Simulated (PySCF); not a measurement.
# `C=CB(C#N)CC#CC`, C7H8BN

Geometry (Å), atoms numbered from 1 in this order:
```xyz
17

C    -3.629   -0.081   -0.369
C    -2.538    0.562   -0.793
B    -1.103    0.201   -0.341
C    -0.901   -0.978    0.600
N    -0.762   -1.874    1.306
C     0.141    1.021   -0.868
C     1.399    0.765   -0.192
C     2.425    0.548    0.389
C     3.667    0.288    1.084
H    -4.625    0.188   -0.685
H    -3.559   -0.908    0.320
H    -2.681    1.386   -1.486
H     0.267    0.782   -1.933
H    -0.067    2.097   -0.835
H     3.721    0.895    1.987
H     4.517    0.531    0.445
H     3.723   -0.764    1.363
```

Method: PySCF, GIAO B3LYP/pcSseg-1 magnetisability, rotational g tensor and spin-rotation constants, non-relativistic, gas phase. Geometry: GFN2-xTB.

(1) How diamagnetic is it, and how anisotropic?

(2) Split it along the inertial axes a, b, c into diamagnetic and paramagnetic parts about the centre of mass, with the quadrupole moment.

(3) And the rotational g tensor?

Results:

(1) Isotropic -1212 × 10⁻³⁰ J/T², or -73.0 × 10⁻⁶ cm³/mol; principal values -1377, -1212, -1048 × 10⁻³⁰ J/T², anisotropy 285 × 10⁻³⁰ J/T² (root of half the summed squared differences of the principal values). The susceptibility is in cgs units.

(2) 
```tsv
axis	χ (10⁻⁶ cm³/mol)	diamagnetic (10⁻⁶ cm³/mol)	paramagnetic (10⁻⁶ cm³/mol)	summed x² of all electrons (Å²)	quadrupole Θ (D Å)
a	-71.5	-461.8	390.3	371.0	+16.27
b	-65.6	-1641.2	1575.6	93.0	-12.41
c	-81.9	-1968.6	1886.7	15.8	-3.86
```
Anisotropies 2χaa − χbb − χcc = +4.5 and 2χbb − χaa − χcc = +22.2 × 10⁻⁶ cm³/mol. Θ is traceless in Buckingham's convention.

(3) 
| axis | rotational constant (GHz) | g | nuclear part | electronic part |
| --- | --- | --- | --- | --- |
| a | 3.3269 | -0.0455 | 0.5646 | -0.6101 |
| b | 0.7912 | -0.0067 | 0.5789 | -0.5857 |
| c | 0.6484 | -0.0021 | 0.5726 | -0.5747 |

Asymmetric top; isotopes 11B, 12C, 1H, 14N; no vibrational averaging.
